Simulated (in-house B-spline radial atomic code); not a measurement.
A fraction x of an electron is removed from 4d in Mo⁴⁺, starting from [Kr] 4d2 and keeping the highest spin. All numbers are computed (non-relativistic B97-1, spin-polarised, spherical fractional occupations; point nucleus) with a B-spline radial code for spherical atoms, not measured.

Caution: exact exchange at fractional occupations of open shells leaves self-interaction of up to several eV.

```
   x  E(x) - E(0) (eV)  4d up level (eV)
   0            0.0000           -47.199
0.12            5.7593           -48.791
0.17            8.2155           -49.458
0.28           13.7369           -50.934
0.41           20.4724           -52.691
 0.5           25.2697           -53.916
0.61           31.2832           -55.423
0.72           37.4631           -56.939
 0.8           42.0625           -58.048
0.93           49.7265           -59.862
   1           53.9512           -60.843
```

The exact functional would give a straight line between the two integer points. Deviations E(x) - E(0) - x[E(1) - E(0)], in eV: -0.715 at x = 0.12, -0.956 at x = 0.17, -1.369 at x = 0.28, -1.648 at x = 0.41, -1.706 at x = 0.5, -1.627 at x = 0.61, -1.382 at x = 0.72, -1.098 at x = 0.8, -0.448 at x = 0.93.

The curve lies below the straight line by up to 1.706 eV (at x = 0.5): convex, the delocalisation error, to which spherically averaged exact exchange adds.

Task: How well does Slater's transition state (minus the level at half occupation) give the ionisation energy?

Result: It gives 53.916 eV against 53.951 eV from the two total energies; NIST lists 54.42 eV, ground level to ground level. The end point has an open shell averaged over its orbitals, so its exact exchange keeps a self-interaction and this is no true integer point.
